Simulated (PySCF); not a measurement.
C₉H₁₁OP.
SMILES with atom numbers: `[CH3:1][C:2]1=[CH:3][CH2:4][CH2:5][P:6]1[c:7]1[cH:8][cH:9][cH:10][o:11]1`

Cartesian coordinates in Å at the GFN2-xTB level; atoms count from 1:
```xyz
22
C9H11OP angstrom
C     -2.0462   -1.8892   -0.2891
C     -1.5266   -0.4939   -0.2356
C     -1.8156    0.4368    0.6662
C     -1.1429    1.7666    0.5214
C     -0.6198    1.8492   -0.9157
P     -0.3248    0.1040   -1.5013
C      1.1678   -0.2447   -0.5134
C      2.3255    0.4496   -0.2865
C      3.1504   -0.4024    0.4839
C      2.4458   -1.5534    0.6533
O      1.2515   -1.4710    0.0474
H     -2.5679   -2.0612   -1.2307
H     -2.7285   -2.0812    0.5369
H     -1.2178   -2.5955   -0.2378
H     -2.4823    0.2698    1.4999
H     -1.8266    2.5889    0.7426
H     -0.3134    1.8256    1.2342
H     -1.3820    2.2778   -1.5722
H      0.2824    2.4524   -1.0122
H      2.5579    1.4406   -0.6206
H      4.1304   -0.1849    0.8577
H      2.6726   -2.4648    1.1708
```

NICS is the negative of the GIAO shielding at a point without a nucleus: at the ring centre (0) and 1 Å above and below it (1); zz is the component along the ring normal. Level: GIAO PBE0/pcSseg-1 (PySCF, non-relativistic, gas phase) on the GFN2-xTB geometry, one conformer.

Rings: 1. C2–C3–C4–C5–P6; 2. C7–C8–C9–C10–O11.

| set | NICS(0) | NICS(1), two faces | NICS(1)zz, two faces |
| --- | --- | --- | --- |
| P | -2.8 | -2.9 / -4.6 | -2.3 / -4.7 |
| Q | -11.7 | -10.2 / -10.3 | -26.4 / -25.4 |

Q: Which set (ppm) belongs to which ring?

A: P = 1, Q = 2.
- 1 (5-membered ring with P; formal bonds 1 double, 4 single): mean NICS(1)zz -3.5 ppm, shielded. C4, C5 have four or more neighbours, so the value isn't read as a sign of a π ring current.
- 2 (5-membered ring with O; formal bonds all aromatic): mean NICS(1)zz -25.9 ppm, shielded. For a flat ring without four-coordinate atoms the NICS criterion counts such a value as aromatic.

Q: How do the rings differ in shape?

A: 
```json
{"ring": "1", "bond lengths (Å)": "1.328, 1.497, 1.532, 1.864, 1.845", "rms pucker (Å)": "0.13", "HOMA": "–", "nearest outside atom to a NICS(1) probe (Å)": "hydrogen 1.62"}
{"ring": "2", "bond lengths (Å)": "1.369, 1.414, 1.360, 1.342, 1.351", "rms pucker (Å)": "0.01", "HOMA": "0.49", "nearest outside atom to a NICS(1) probe (Å)": "hydrogen 2.42"}
```

HOMA = 1 − mean of α(R − Ropt)² over the ring bonds, with Krygowski's 1993 parameters (CC: Ropt 1.388 Å, α 257.7 Å⁻²; CO: Ropt 1.265 Å, α 157.38 Å⁻²). A dash marks a ring with a four-coordinate atom, a triple bond, no multiple bond or a kind of bond without parameters.
